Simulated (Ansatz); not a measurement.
```yaml
crystal:
  periodic: [false, false, false]
  atoms:
    - {symbol: O, position_ang: [-1.240726, 1.158414, 2.393323]}
    - {symbol: Sn, position_ang: [0.492354, -0.462234, -0.347446]}
    - {symbol: F, position_ang: [-1.235217, 0.085392, -3.424822]}
    - {symbol: F, position_ang: [0.761848, -3.962589, 0.213906]}
    - {symbol: F, position_ang: [3.819647, 0.738503, -0.745383]}
    - {symbol: H, position_ang: [-2.518346, 2.321571, 1.823306]}
basis:
  gaussian: {orbitals: def2-mTZVPP, fitting: {mean_field: cc-pVTZ-jkfit}}
magnetization: {spin_polarized: true, initial_magnetization: 0}
hamiltonian: {xc: {name: wPBEh}}
scf: {lower_state_search: light}
```

```sh
$ ansatz run in.yaml --threads 4 --pin off --events-out ev --progress --plain --max-ram 10444MiB
```

It prints (some lines left out):

```
Functional definition: wPBEh
Error: <dir> the basis set cc-pVTZ-JKFIT has no functions for Sn
```
